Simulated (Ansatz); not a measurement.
The cluster B₆H₂, relaxed as a singlet with RKS PBE0-D4/def2-SVP in Ansatz, starting from the GFN2-xTB geometry. Force threshold 0.02 eV/Å.

The restricted singlet is unstable towards broken spin symmetry in Hartree–Fock (as tested in another run); at PBE0-D4/def2-SVP this wasn't settled. The structure comes from a short search, and lower isomers may exist.

Start:

Cartesian coordinates in Å:
```
B 0.434 -0.515 -1.970
B 0.104 0.572 -0.815
B -0.447 0.513 1.968
B -0.269 1.159 0.546
B 0.257 -1.161 -0.548
B -0.037 -0.563 0.828
H 0.663 -0.632 -3.113
H -0.705 0.627 3.105
```

(1) Estimate the energy that the relaxation releases and the steps that it takes.

(2) Does the start keep its bonding and symmetry?

(3) Predict the relaxed structure.

## Answers

(1) 7.8 kcal/mol, in 8 steps; 9.5 s on 4 threads of Arm Neoverse V2 on a shared host. No frequencies were taken in this run, so the end may be a saddle point.

(2) By distances, no bond broke or formed. The bond that changes most is B2–B6, from 2.00 to 1.76 Å (atoms count from 1). Point group C2 at the start, C2h at the end, both within 0.05 Å.

(3) 
Cartesian coordinates in Å:
```
B 0.4624 -0.5786 -2.0076
B 0.0754 0.4685 -0.7384
B -0.4623 0.5786 2.0076
B -0.2823 1.2681 0.5565
B 0.2826 -1.2681 -0.5565
B -0.0759 -0.4685 0.7383
H 0.6859 -0.5846 -3.1811
H -0.6857 0.5846 3.1812
```
Bond lengths: 9 × B–B 1.56 to 1.76 Å; 2 × B–H 1.19 Å.
